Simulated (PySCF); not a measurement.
Species: C8H9FO2.
Atom-mapped SMILES: `[O:1]=[CH:2][O:3][C@@:4]12[CH:5]=[C:6]([F:7])[C@@H:8]([CH2:9][CH2:10]1)[CH2:11]2`

NICS is the negative of the GIAO shielding at a point without a nucleus: at the ring centre (0) and 1 Å above and below it (1); zz is the component along the ring normal. Level: GIAO PBE0/pcSseg-1 (PySCF, non-relativistic, gas phase) on the GFN2-xTB geometry, one conformer.

Ring bond lengths (Å), with Mayer bond orders in brackets: C4–C5 1.512 (0.95), C5–C6 1.326 (1.80), C6–C8 1.504 (1.00), C8–C11 1.533 (0.94), C11–C4 1.539 (0.96); C4–C10 1.552 (0.97), C10–C9 1.539 (1.02), C9–C8 1.550 (0.97), C8–C11 1.533 (0.94), C11–C4 1.539 (0.96).

What do the NICS probes read (ppm)?

| ring | type | NICS(0) | NICS(1), two faces | NICS(1)zz, two faces | rms pucker (Å) | centre to ring atoms, mean (Å) |
| --- | --- | --- | --- | --- | --- | --- |
| C4–C5–C6–C8–C11 | 5-membered carbocycle; formal bonds 1 double, 4 single | -9.5 | -5.4 / -9.5 | -3.9 / -11.1 | 0.25 | 1.22 |
| C4–C10–C9–C8–C11 | 5-membered carbocycle; formal bonds all single | -9.2 | -9.9 / -3.5 | -16.7 / -3.1 | 0.28 | 1.26 |

What do they say, and how far can they be read as aromaticity?

- C4–C5–C6–C8–C11: mean NICS(1)zz -7.5 ppm, shielded. C4, C8, C11 have four or more neighbours; no verdict on aromaticity is drawn. The two faces differ by 7.2 ppm, so no symmetry operation interchanges them.
- C4–C10–C9–C8–C11: mean NICS(1)zz -9.9 ppm, shielded. C4, C8, C9, C10, C11 have four or more neighbours; no verdict on aromaticity is drawn. The two faces differ by 13.6 ppm, so no symmetry operation interchanges them.

What is the mean of the two in-plane components of NICS at the second NICS(1) probe listed for ring C4–C10–C9–C8–C11, 1 Å off the ring?

The isotropic value is a third of the trace: (3 × -3.5 − (-3.1))/2 = -3.7 ppm.
